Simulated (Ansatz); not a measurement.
A set of 12 reactions (atomization), with CCSD(T)/CBS values in kJ/mol:

```
                                                 reaction      ΔE
   `N[BH][Al]1[CH2][O]1` → Al• + B• + C• + 5 H• + N• + O•  3612.2
`[BH]1C[SiH2][O][AlH]1` → Al• + B• + C• + 6 H• + O• + Si•  3959.4
               `C[CH2][Ge][Cl]` → 2 C• + Cl• + Ge• + 5 H•  3200.7
              `[F][GeH]([F])[Cl]` → Cl• + 2 F• + Ge• + H•  1641.0
                             `C=CCC=O` → 4 C• + 6 H• + O•  4671.3
               `COC[SiH2]P` → 2 C• + 9 H• + O• + P• + Si•  4761.5
                `BC1[SiH2]S1` → B• + C• + 5 H• + S• + Si•  3076.2
        `[F][GeH]([SH])[Cl]` → Cl• + F• + Ge• + 2 H• + S•  1804.5
                `BN[SiH2]Cl` → B• + Cl• + 5 H• + N• + Si•  3093.0
                   `BCC[SiH2]C` → B• + 3 C• + 11 H• + Si•  5825.3
                        `OCBF` → B• + C• + F• + 4 H• + O•  3110.6
              `CC[SiH](O)P` → 2 C• + 9 H• + O• + P• + Si•  4996.8
```

Gas-phase electronic energies from Ansatz, PBE0-D4/def2-TZVP geometries. CBS: MP2 limit from def2 TZ/QZ plus the TZ coupled-cluster correction, frozen cores. Small cases extrapolate CCSD(T) itself. DFT in def2-TZVPP. B3LYP here is the variant with VWN-RPA as its local correlation; programs differ in this. No spin–orbit coupling; open shells (•) take unrestricted orbitals. Spin–orbit coupling would lower the free atoms: a little for Al, B, C, Cl, F, O, S, Si; clearly for Ge. Bonds to Ge are less sure, by a few kJ/mol each and by 10 to 20 or more in all where they break to atoms, as the def2 sets lack core-valence functions. Scalar relativity is left out up to krypton. One conformer a species, not always the lowest.

Q: Give the mean, mean absolute and largest difference (level minus CCSD(T)/CBS, kJ/mol) for: PBE-D4, PBE0-D4, B3LYP-D4, ωB97X-V, ωB97M-V, B2PLYP, PBE, HF/def2-TZVPP, SCS-MP2/def2-TZVPP, CCSD/def2-TZVPP, CCSD(T)/def2-TZVPP, MP2/def2-QZVPP, SCS-MP2/def2-QZVPP, MP2/CBS(def2). (Best estimate.)

A: Computed: 
```json
{"level": "PBE-D4", "mean": "57.7", "mean absolute": "57.7", "largest": "150.9"}
{"level": "PBE0-D4", "mean": "1.8", "mean absolute": "19.5", "largest": "44.8"}
{"level": "B3LYP-D4", "mean": "-1.5", "mean absolute": "16.0", "largest": "-45.2"}
{"level": "ωB97X-V", "mean": "17.6", "mean absolute": "17.6", "largest": "37.6"}
{"level": "ωB97M-V", "mean": "14.9", "mean absolute": "19.4", "largest": "29.6"}
{"level": "B2PLYP", "mean": "-38.8", "mean absolute": "38.8", "largest": "-66.6"}
{"level": "PBE", "mean": "37.2", "mean absolute": "37.7", "largest": "133.0"}
{"level": "HF/def2-TZVPP", "mean": "-956.1", "mean absolute": "956.1", "largest": "-1326.6"}
{"level": "SCS-MP2/def2-TZVPP", "mean": "-52.8", "mean absolute": "52.8", "largest": "-93.4"}
{"level": "CCSD/def2-TZVPP", "mean": "-144.1", "mean absolute": "144.1", "largest": "-193.0"}
{"level": "CCSD(T)/def2-TZVPP", "mean": "-92.4", "mean absolute": "92.4", "largest": "-131.8"}
{"level": "MP2/def2-QZVPP", "mean": "15.0", "mean absolute": "29.8", "largest": "57.3"}
{"level": "SCS-MP2/def2-QZVPP", "mean": "9.0", "mean absolute": "13.2", "largest": "26.7"}
{"level": "MP2/CBS(def2)", "mean": "52.8", "mean absolute": "52.8", "largest": "92.5"}
```

The largest T1 diagnostic in the set is 0.018, for Al• (customary mark 0.045).

CCSD(T)/CBS is a level of theory with its own doubt, and the functionals carry their triple-zeta basis error, so these figures describe this set and don't rank the functionals.
